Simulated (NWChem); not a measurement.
Lowest excitation of CF (+1)

```xyz
2

C      0.0000     0.0000     0.6921
F      0.0000     0.0000    -0.4614
```
Charge +1, spin multiplicity 1.

Everything below was run with NWChem. All single points use one geometry, from PBE0/def2-SVP, a minimum by its harmonic frequencies.

Basis set: aug-cc-pVDZ. CR-EOMCCSD(T) is the triples correction to the same EOM-CCSD root.

```tsv
method	lowest vertical singlet excitation energy (eV)	difference from EOM-CCSD
TD-PBE	8.07	-0.48
CIS	8.45	-0.10
TD-CAM-B3LYP	8.04	-0.51
CR-EOMCCSD(T)	8.38	-0.17
EOM-CCSD	8.55	0.00
TD-B3LYP	8.04	-0.51
```

The values span 0.51 eV, from TD-CAM-B3LYP (lowest) to EOM-CCSD (highest). 

The correlated methods keep 2 core orbitals frozen. B3LYP has NWChem's definition, with VWN1-RPA local correlation. The structure started from a generated list of species. Coupled-cluster values serve here as a point of comparison, not as the truth.
